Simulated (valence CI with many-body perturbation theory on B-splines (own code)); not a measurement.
E1 line list for Ar13+

Level of theory: valence CI with perturbative core correlation (CI+MBPT): three valence electrons over a frozen Dirac-Fock core [He], a basis of 11 s, 11 p, 9 d, 7 f, 5 g, 2 h, 1 i functions for each j, with the one-electron correlation potential Σ1, the two-electron term Σ2, the three-electron term Σ3, Breit, model QED; selected CI, second order for the rest (own B-spline code, finite nucleus).

No measured spectrum was set against this ion. As an estimate, levels of excited configurations hold to 0.05 to 0.15 % of their energy, terms of the ground configuration to about 0.5 %.

Lines 51 to 100 of 250 in falling wavelength, among levels below 515.14 eV, chosen from the strongest by gf and those to the six lowest levels. Wavelengths and rates use the calculated energies, so an error of 400 cm⁻¹ moves a line at 262.7 Å by 0.11 % and its rate by three times that or more. Electric multipoles are in the length gauge, E1 and E2 with the static RPA response of the core. Weak lines are less certain than strong ones. Lines between different terms over intervals too small for the method are left out, as are lines whose strength nearly cancels. The highest levels of a list are the least certain.

Names give the largest LS component (configuration and term), which can be under half, so a name can repeat, a term be missing and a line seem to break the LS rules; names also repeat where a configuration has a term twice. Letters in brackets count levels of one name in rising energy.

```
λ vac (Å)                 Upper                 Lower   A (s⁻¹)  S (a.u.)
    262.7        2p2 3p 2S°_1/2       2s 2p 3p 4D_3/2  4.51e+09  8.07e-02
    261.4        2p2 3p 4D°_3/2       2s 2p 3p 4D_5/2  3.00e+09  1.06e-01
    258.0         2s 2p2 2D_3/2        2s2 2p 2P°_3/2  2.74e+08  9.31e-03
    257.4         2s 2p2 2D_5/2        2s2 2p 2P°_3/2  3.05e+09  1.54e-01
    256.2         2p2 3s 4P_3/2      2s 2p 3s 4P°_5/2  3.41e+09  1.13e-01
    252.6         2p2 3s 4P_1/2      2s 2p 3s 4P°_3/2  6.65e+09  1.06e-01
    250.9           2p3 2P°_3/2         2s 2p2 2S_1/2  2.91e+09  9.09e-02
    249.6         2p2 3s 2P_3/2  2s 2p 3s 2P°_3/2 [a]  8.67e+09  2.66e-01
    249.5           2p3 2D°_3/2         2s 2p2 2D_3/2  5.09e+09  1.56e-01
    248.9           2p3 2D°_5/2         2s 2p2 2D_5/2  6.30e+09  2.88e-01
    248.9         2p2 3s 4P_5/2      2s 2p 3s 4P°_5/2  5.72e+09  2.61e-01
    248.3           2p3 2D°_5/2         2s 2p2 2D_3/2  7.36e+08  3.34e-02
    247.3         2p2 3s 2P_1/2  2s 2p 3s 2P°_1/2 [a]  8.41e+09  1.26e-01
    243.8         2s 2p2 2D_3/2        2s2 2p 2P°_1/2  3.38e+09  9.68e-02
    243.0         2p2 3s 4P_3/2      2s 2p 3s 4P°_1/2  3.75e+09  1.06e-01
    240.3         2p2 3s 4P_5/2      2s 2p 3s 4P°_3/2  2.77e+09  1.14e-01
    226.1  2s 2p 3d 2F°_7/2 [b]         2s2 3d 2D_5/2  4.39e+09  2.00e-01
    224.8  2s 2p 3d 2F°_5/2 [b]         2s2 3d 2D_3/2  4.20e+09  1.41e-01
    218.9  2s 2p 3d 2D°_3/2 [b]         2s2 3d 2D_3/2  9.54e+09  1.98e-01
    218.7   2s 2p 3p 2D_5/2 [b]        2s2 3p 2P°_3/2  7.32e+09  2.27e-01
    218.6  2s 2p 3d 2D°_5/2 [b]         2s2 3d 2D_5/2  1.00e+10  3.11e-01
    217.7   2s 2p 3p 2P_3/2 [b]        2s2 3p 2P°_3/2  9.91e+09  2.02e-01
    217.6   2s 2p 3p 2P_1/2 [b]        2s2 3p 2P°_1/2  8.62e+09  8.77e-02
    217.2   2s 2p 3p 2D_3/2 [b]        2s2 3p 2P°_1/2  8.00e+09  1.62e-01
    216.1  2s 2p 3s 2P°_1/2 [b]         2s2 3s 2S_1/2  8.95e+09  8.92e-02
    216.0  2s 2p 3s 2P°_3/2 [b]         2s2 3s 2S_1/2  9.52e+09  1.89e-01
    213.4           2p3 4S°_3/2         2s 2p2 4P_5/2  1.10e+10  2.10e-01
    210.4  2s 2p 3d 2P°_1/2 [b]         2s2 3d 2D_3/2  1.35e+10  1.24e-01
    210.3  2s 2p 3d 2P°_3/2 [b]         2s2 3d 2D_5/2  1.21e+10  2.23e-01
    208.3           2p3 4S°_3/2         2s 2p2 4P_3/2  7.88e+09  1.41e-01
    207.0   2s 2p 3p 2S_1/2 [b]        2s2 3p 2P°_3/2  9.03e+09  7.91e-02
    204.6           2p3 4S°_3/2         2s 2p2 4P_1/2  4.19e+09  7.08e-02
    203.3         2s 2p2 2S_1/2        2s2 2p 2P°_3/2  2.04e+09  1.69e-02
    200.6           2p3 2P°_1/2         2s 2p2 2D_3/2  1.18e+10  9.40e-02
    199.2           2p3 2P°_3/2         2s 2p2 2D_5/2  8.46e+09  1.32e-01
    198.8           2p3 2P°_3/2         2s 2p2 2D_3/2  1.72e+09  2.67e-02
    194.3         2s 2p2 2S_1/2        2s2 2p 2P°_1/2  1.34e+10  9.68e-02
    191.3         2s 2p2 2P_1/2        2s2 2p 2P°_3/2  1.51e+10  1.04e-01
    187.9         2s 2p2 2P_3/2        2s2 2p 2P°_3/2  2.14e+10  2.80e-01
    183.4         2s 2p2 2P_1/2        2s2 2p 2P°_1/2  7.51e+09  4.57e-02
    180.2         2s 2p2 2P_3/2        2s2 2p 2P°_1/2  3.91e+09  4.52e-02
    177.4           2p3 2D°_5/2         2s 2p2 4P_5/2  8.55e+07  1.42e-03
    174.5           2p3 2D°_3/2         2s 2p2 4P_3/2  4.77e+07  5.00e-04
    32.06        2s2 3p 2P°_1/2         2s 2p2 2D_3/2  3.81e+10  1.24e-03
    31.99        2s2 3p 2P°_3/2         2s 2p2 2D_3/2  3.21e+09  2.08e-04
    31.18         2p2 3s 2P_3/2           2p3 2P°_3/2  1.57e+11  9.42e-03
    30.90         2p2 3s 2D_5/2           2p3 2P°_3/2  1.26e+11  1.10e-02
    30.89         2p2 3s 2D_3/2           2p3 2P°_3/2  1.79e+11  1.04e-02
    30.81      2s 2p 3s 4P°_3/2         2s 2p2 2D_3/2  1.01e+09  5.81e-05
    30.35  2s 2p 3s 2P°_1/2 [a]         2s 2p2 2D_3/2  3.30e+11  9.11e-03
```
